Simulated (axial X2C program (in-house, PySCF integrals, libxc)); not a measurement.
## CCSD(T) 2c against experiment

Calculated with an in-house relativistic program for diatomic molecules, spin-free (one-electron X2C) or two-component (2c: spin–orbit coupling with atomic mean-field Coulomb and Gaunt terms, which also bring small scalar terms), in Dyall basis sets with cores contracted in-house; open shells are unrestricted.

Dyall triple-zeta sets (v3z, cv3z or av3z by atom and run). Coupled cluster in natural virtuals with an MP2 remainder.

Measured values: Huber and Herzberg, Constants of Diatomic Molecules (1979). Errors are computed minus measured. MP2 and coupled cluster freeze inner shells, in many runs the outer core of a metal too (1s of Li among them), which lengthens bonds; no counterpoise correction.

| molecule | state | measured Re (Å) | measured ωe (cm⁻¹) |
| --- | --- | --- | --- |
| NH | 3Σ- | 1.03621 | 3282.27 |
| NO⁺ | 1Σ+ | 1.06322 | 2376.42 |
| N₂ | 1Σg+ | 1.09769 | 2358.57 |
| BH | 1Σ+ | 1.2324 | 2366.9 |
| CS | 1Σ+ | 1.53494 | 1285.08 |
| LiH | 1Σ+ | 1.5957 | 1405.65 |
| HI | 1Σ+ | 1.60916 | 2309.01 |
| MgH | 2Σ+ | 1.7297 | 1495.2 |
| MnH | 7Σ | 1.7311 | 1548 |
| P₂ | 1Σg+ | 1.8934 | 780.77 |
| IF | 1Σ+ | 1.90976 | 610.24 |
| GeS | 1Σ+ | 2.01209 | 575.8 |
| AlCl | 1Σ+ | 2.13011 | 481.3 |
| BrCl | 1Σ+ | 2.13606 | 444.276 |
| LiBr | 1Σ+ | 2.17043 | 563.16 |
| KH | n/a | 2.2425 | 983.6 |
| Br₂ | 1Σg+ | 2.28105 | 325.321 |
| GeTe | 1Σ+ | 2.34016 | 323.9 |
| RbH | 1Σ+ | 2.367 | 936.94 |
| LiI | 1Σ+ | 2.39192 | 498.16 |
| SrS | 1Σ+ | 2.4405 | 388.38 |
| TlCl | 1Σ+ | 2.48483 | n/a |
| AlI | 1Σ+ | 2.5371 | 316.1 |
| Li₂ | 1Σg+ | 2.6729 | 351.43 |

CCSD(T) 2c gives:

| molecule | correlated electrons | Re (Å) | ωe (cm⁻¹) |
| --- | --- | --- | --- |
| NH | 6 | 1.040 | 3263.8 |
| NO⁺ | 10 | 1.068 | 2357.7 |
| N₂ | 10 | 1.103 | 2341.6 |
| BH | 4 | 1.236 | 2348.3 |
| CS | 10 | 1.548 | 1271.2 |
| LiH | 2 | 1.606 | 1396.0 |
| HI | 8 | 1.615 | 2301.7 |
| MgH | 3 | 1.739 | 1489.3 |
| MnH | 8 | 1.739 | 1557.9 |
| P₂ | 10 | 1.916 | 769.6 |
| IF | 14 | 1.924 | 602.3 |
| GeS | 10 | 2.036 | 561.9 |
| AlCl | 10 | 2.159 | 473.0 |
| BrCl | 14 | 2.164 | 430.2 |
| LiBr | 8 | 2.194 | 552.8 |
| KH | 10 | 2.243 | 995.0 |
| Br₂ | 14 | 2.306 | 315.6 |
| GeTe | 10 | 2.372 | 315.9 |
| RbH | 10 | 2.371 | 941.6 |
| LiI | 8 | 2.424 | 484.6 |
| SrS | 8 | 2.502 | 366.4 |
| TlCl | 20 | 2.512 | 277.0 |
| AlI | 10 | 2.560 | 316.1 |
| Li₂ | 2 | 2.706 | 344.9 |

(1) Work out the errors, computed minus measured.

(2) What are the mean, mean absolute and worst errors of Re over these?

## Answers

(1) 

| molecule | error of Re (Å) | error of ωe (%) |
| --- | --- | --- |
| NH | 0.004 | -0.6 |
| NO⁺ | 0.005 | -0.8 |
| N₂ | 0.005 | -0.7 |
| BH | 0.004 | -0.8 |
| CS | 0.013 | -1.1 |
| LiH | 0.010 | -0.7 |
| HI | 0.006 | -0.3 |
| MgH | 0.009 | -0.4 |
| MnH | 0.008 | 0.6 |
| P₂ | 0.023 | -1.4 |
| IF | 0.014 | -1.3 |
| GeS | 0.024 | -2.4 |
| AlCl | 0.029 | -1.7 |
| BrCl | 0.028 | -3.2 |
| LiBr | 0.024 | -1.8 |
| KH | 0.000 | 1.2 |
| Br₂ | 0.025 | -3.0 |
| GeTe | 0.032 | -2.5 |
| RbH | 0.004 | 0.5 |
| LiI | 0.032 | -2.7 |
| SrS | 0.061 | -5.7 |
| TlCl | 0.027 | n/a |
| AlI | 0.023 | 0.0 |
| Li₂ | 0.033 | -1.9 |

(2) Mean 0.019 Å, mean absolute 0.019 Å, worst 0.061 (SrS).
